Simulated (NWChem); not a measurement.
Species: CH5S cation; SMILES C[SH2+]

Q: Give the equilibrium geometry at PBE0/def2-SVP (NWChem) as a Z-matrix, with the point group.

A: point group Cs; any orientation.
```
C
H 1 1.0966
H 1 1.0989 2 111.78
H 1 1.0989 2 111.78 3 123.35
S 1 1.8145 2 111.29 3 -118.33
H 5 1.3609 1 100.74 2 48.33
H 5 1.3609 6 94.42 1 101.83
```
